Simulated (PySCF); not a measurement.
# How methods differ on the excitation energy of C

C [He] 2s2 2p2 (3P) → C [He] 2s1 2p3 (5S), as a difference of total energies. All numbers are calculated (PySCF 2.14, the non-relativistic Hamiltonian (point nucleus), in aug-cc-pVQZ with one added diffuse shell each of s, p, d, f, g type (7s6p5d4f3g, 105 functions)). Correlated levels: valence: 1s2 frozen. The calculations carry no spin-orbit coupling.

| method | excitation energy (eV) |
| --- | --- |
| UHF | 2.575 |
| LDA | 4.066 |
| PBE | 4.122 |
| PBE0 | 4.017 |
| r2SCAN | 3.615 |
| r2SCANh | 3.644 |
| PW91 | 4.128 |
| CAM-B3LYP | 4.696 |
| B2PLYP | 4.563 |
| MP2 (valence) | 3.767 |
| SCS-MP2 (valence) | 4.364 |

Question: How much does correlation contribute at MP2 (valence)?

Answer: 3.767 − (2.575) = 1.192 eV, measured against UHF.

Errors of the correlated levels include the incompleteness of this basis and the frozen core.

For comparison: 4.179 eV (measured; NIST levels, between the centres of gravity of the two terms).
